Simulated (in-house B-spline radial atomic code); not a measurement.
The indium ion In⁺ is squeezed into an impenetrable sphere of radius R (the orbitals vanish at R). Method: Dirac-Hartree-Fock, average of configuration, Fermi nucleus of rms radius 4.6156 fm. Calculated with a radial B-spline atomic code at the basis-set limit.

Energies in eV above the free ion in [Kr] 4d10 5s2:

```json
{"R (bohr)": "8.65", "highest level (eV)": "-17.3", "[Kr] 4d10 5s2": "0.002816", "[Ar] 3d10 4s2 4p5 4d10 4f1 5s2": "99.46", "[Ar] 3d9 4s2 4p6 4d10 4f1 5s2": "461.7"}
{"R (bohr)": "6.39", "highest level (eV)": "-17.2", "[Kr] 4d10 5s2": "0.136", "[Ar] 3d10 4s2 4p5 4d10 4f1 5s2": "102.8", "[Ar] 3d9 4s2 4p6 4d10 4f1 5s2": "465.1"}
{"R (bohr)": "5.21", "highest level (eV)": "-16.6", "[Kr] 4d10 5s2": "0.8805", "[Ar] 3d10 4s2 4p5 4d10 4f1 5s2": "107.1", "[Ar] 3d9 4s2 4p6 4d10 4f1 5s2": "469.3"}
{"R (bohr)": "3.94", "highest level (eV)": "-13.5", "[Kr] 4d10 5s2": "6.279", "[Ar] 3d10 4s2 4p5 4d10 4f1 5s2": "119", "[Ar] 3d9 4s2 4p6 4d10 4f1 5s2": "481.3"}
{"R (bohr)": "3.6", "highest level (eV)": "-11.1", "[Kr] 4d10 5s2": "10.88", "[Ar] 3d10 4s2 4p5 4d10 4f1 5s2": "126.2", "[Ar] 3d9 4s2 4p6 4d10 4f1 5s2": "488.3"}
{"R (bohr)": "3.21", "highest level (eV)": "-6.28", "[Kr] 4d10 5s2": "21.16", "[Ar] 3d10 4s2 4p5 4d10 4f1 5s2": "140", "[Ar] 3d9 4s2 4p6 4d10 4f1 5s2": "501.7"}
{"R (bohr)": "2.74", "highest level (eV)": "5.96", "[Kr] 4d10 5s2": "50.83", "[Ar] 3d10 4s2 4p5 4d10 4f1 5s2": "175.2", "[Ar] 3d9 4s2 4p6 4d10 4f1 5s2": "535.2"}
{"R (bohr)": "2.04", "highest level (eV)": "66.4", "[Kr] 4d10 5s2": "238.3", "[Ar] 3d10 4s2 4p5 4d10 4f1 5s2": "377.3", "[Ar] 3d9 4s2 4p6 4d10 4f1 5s2": "727.2"}
{"R (bohr)": "1.78", "highest level (eV)": "127", "[Kr] 4d10 5s2": "469.1", "[Ar] 3d10 4s2 4p5 4d10 4f1 5s2": "617.7", "[Ar] 3d9 4s2 4p6 4d10 4f1 5s2": "958.5"}
{"R (bohr)": "1.26", "highest level (eV)": "489", "[Kr] 4d10 5s2": "2282", "[Ar] 3d10 4s2 4p5 4d10 4f1 5s2": "2453", "[Ar] 3d9 4s2 4p6 4d10 4f1 5s2": "2778"}
```

Task: Does [Ar] 3d10 4s2 4p5 4d10 4f1 5s2 fall below [Kr] 4d10 5s2 under compression?

Result: No, it stays above over the whole range.

Task: Does [Ar] 3d9 4s2 4p6 4d10 4f1 5s2 fall below [Kr] 4d10 5s2 under compression?

Result: No, it stays above over the whole range.

The highest level is first positive in the row R = 2.74 bohr, pushed up by confinement above the zero of the free ion's potential. Each configuration is held fixed and needn't be the lowest in the sphere.
